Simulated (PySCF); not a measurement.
Electronic structure of Zr (zirconium, neutral) at the UHF level

Configuration: [Kr] 4d2 5s1 5p1, one real determinant (an excited configuration). Calculation: PySCF 2.14, in aug-cc-pwCVTZ-PP with ECP28MDF (8s8p7d4f3g, 122 functions); a scalar-relativistic core potential.

```json
{
  "Total energy": "-46.276055 hartree",
  "One-electron energy": "-77.1372 hartree",
  "Hartree (Coulomb) energy": "36.2463 hartree",
  "Exchange energy": "-5.3852 hartree",
  "⟨S²⟩": "6.0053",
  "⟨L²⟩": "14.065",
  "Sum of ⟨r⟩": "23.77 bohr",
  "Sum of ⟨r²⟩": "70.39 bohr²",
  "Traceless quadrupole moment −½Σ⟨3z² − r²⟩ along its main axis": "-12.5 e·bohr²",
  "Time after the integrals": "roughly 5 core-seconds"
}
```

```csv
shell,electrons,mean orbital energy (hartree),spread (hartree),"rms radius, mean of both spins (bohr)"
4s α,1,-2.57705,0,1.31
4s β,1,-2.48849,0,1.31
4p α,3,-1.58429,0.00635,1.48
4p β,3,-1.46909,0.00923,1.48
4d α,2,-0.36181,0.00604,2.39
5s α,1,-0.29745,0,4.04
5p α,1,-0.16816,0,5.12
```

⟨L²⟩ = 14.07 against 20 for a pure G term, so this real determinant mixes terms. Energies and moments cover only the electrons outside the core potential.
